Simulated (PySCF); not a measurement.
ZrH4, SMILES [ZrH4], multiplicity 1. Coordinates come from a PBE-D3(BJ)/def2-TZVPD optimisation. The multiplicity is an assumed one; other spin states were not compared. The def2 effective core potentials stand for the cores of Zr; spin–orbit coupling is left out.

Computed equilibrium geometry at PBE-D3(BJ)/def2-TZVPD (PySCF confirms it by a frequency run) as Cartesian coordinates in Å, and its point group:
point group Td.
```xyz
5

Zr     0.0000     0.0000     0.0000
H      1.0692     1.0692     1.0692
H     -1.0692     1.0692    -1.0692
H     -1.0692    -1.0692     1.0692
H      1.0692    -1.0692    -1.0692
```
